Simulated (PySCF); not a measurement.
C4H10OSi, SMILES CC1([SiH2]O)CC1.

The structure is a stationary point at PBE-D3(BJ)/def2-SVP. The structure was generated by enumeration, and PubChem lists no compound with its InChIKey, so it may never have been made. Other conformers were not sampled.

The numbers are results of PySCF with PBE-D3(BJ)/def2-SVP, not measurements.

Frequencies are harmonic and unscaled.

| mode | ν (cm⁻¹) | IR (km/mol) | moving atoms (share of kinetic energy) |
|---|---|---|---|
| 1 | 69 | 1.4 | O 35 %, H 26 %, C 25 %, Si 13 % |
| 2 | 117 | 2.4 | H 34 %, O 33 %, C 27 % |
| 3 | 201 | 15.9 | H 56 %, C 34 % |
| 4 | 212 | 14.7 | H 84 %, C 11 % |
| 5 | 255 | 50.2 | H 68 %, C 25 % |
| 6 | 280 | 14.1 | C 37 %, H 35 %, Si 14 %, O 14 % |
| 7 | 323 | 16.2 | H 44 %, C 39 %, Si 13 % |
| 8 | 379 | 22.2 | C 50 %, H 30 %, O 12 %, Si 9 % |
| 9 | 551 | 14.9 | C 45 %, H 27 %, Si 26 % |
| 10 | 601 | 46.1 | H 69 %, Si 20 %, C 9 % |
| 11 | 710 | 23.1 | H 95 % |
| 12 | 764 | 4.0 | H 95 % |
| 13 | 802 | 78.7 | O 50 %, H 34 %, Si 14 % |
| 14 | 832 | 41.9 | C 54 %, H 43 % |
| 15 | 846 | 24.9 | C 72 %, H 27 % |
| 16 | 876 | 165.4 | H 79 %, Si 10 % |
| 17 | 882 | 27.3 | H 74 %, O 14 %, Si 9 % |
| 18 | 899 | 116.6 | H 83 %, C 12 % |
| 19 | 923 | 91.8 | H 81 %, Si 16 % |
| 20 | 936 | 15.2 | H 72 %, C 27 % |
| 21 | 996 | 18.9 | H 84 %, C 16 % |
| 22 | 1025 | 1.5 | H 70 %, C 30 % |
| 23 | 1044 | 2.3 | C 69 %, H 31 % |
| 24 | 1065 | 1.3 | H 59 %, C 41 % |
| 25 | 1129 | 0.3 | H 75 %, C 25 % |
| 26 | 1225 | 5.4 | C 65 %, H 34 % |
| 27 | 1272 | 9.4 | C 62 %, H 38 % |
| 28 | 1346 | 1.8 | H 73 %, C 27 % |
| 29 | 1385 | 6.0 | H 93 % |
| 30 | 1409 | 3.1 | H 96 % |
| 31 | 1420 | 11.7 | H 96 % |
| 32 | 1434 | 0.3 | H 65 %, C 35 % |
| 33 | 2118 | 139.7 | H 97 % |
| 34 | 2186 | 122.7 | H 97 % |
| 35 | 2953 | 33.9 | H 97 % |
| 36 | 3038 | 17.1 | H 91 %, C 9 % |
| 37 | 3043 | 13.1 | H 95 % |
| 38 | 3045 | 12.8 | H 91 %, C 9 % |
| 39 | 3047 | 15.4 | H 94 % |
| 40 | 3130 | 0.2 | H 89 %, C 11 % |
| 41 | 3140 | 10.5 | H 89 %, C 11 % |
| 42 | 3760 | 57.2 | H 94 % |
